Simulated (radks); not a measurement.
Initial-state core-level shifts of the iridium ion Ir+ when its valence configuration changes from [Xe] 4f14 5d7 6s1. All-electron calculation, scalar-relativistic Kohn-Sham, PBE, spin-unpolarised, spherical densities, point nucleus. Program: a radial shooting solver on a logarithmic mesh with Libxc functionals. Shifts are changes of the shell-averaged eigenvalues in eV (positive: less bound).

| valence | 2s | 2p | 3d | 4p |
|---|---|---|---|---|
| 4f14 5d6 6s2 | -3.386 | -3.383 | -3.351 | -3.311 |
| 4f13 5d7 6s2 | -16.014 | -15.859 | -17.566 | -15.368 |
| 4f14 5d6 6s1 6p1 | -5.038 | -5.034 | -5.010 | -4.976 |
| 4f14 5d5.5 6s1.5 6p1 | -6.834 | -6.828 | -6.782 | -6.721 |
| 4f14 5d7 6s0.5 6p0.5 | -0.832 | -0.831 | -0.836 | -0.840 |
| 4f13 5d7 6s1 6p1 | -17.689 | -17.533 | -19.250 | -17.058 |
| 4f14 5d8 | +3.086 | +3.083 | +3.064 | +3.037 |
| 4f12 5d9 6s1 | -25.402 | -25.085 | -28.697 | -24.040 |
| 4f14 5d7 6p1 | -1.642 | -1.641 | -1.651 | -1.658 |
